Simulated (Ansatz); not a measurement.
System: AlS, net charge 0, doublet state. 
Geometry from a B3LYP-D3(BJ)/def2-TZVP (Ansatz, a quantum-chemistry and plane-wave program) optimisation:
```
Al
S 1 2.0456
```
Charge 0, spin multiplicity 2.

Basis-set convergence of Hartree-Fock and CCSD correlation energies (hartree) with Ansatz. Valence correlation only, unless marked. UHF or UKS for open shells. No spin-orbit coupling. Non-relativistic.

```csv
basis,functions,E(HF),"E(corr, CCSD)"
cc-pV(D+d)Z,46,-639.45935,-0.18782
cc-pV(T+d)Z,78,-639.48066,-0.23506
cc-pV(Q+d)Z,128,-639.48582,-0.25085
cc-pV(5+d)Z,200,-639.48675,-0.25626
```

Extrapolating the two largest sets (X = 4 and 5) as X^-3: E(corr) = (125·(-0.25626) - 64·(-0.25085))/61 = -0.2619 Eh, an estimate of the basis-set limit. The largest set recovers 97.8 % of it, the smallest 71.7 %.
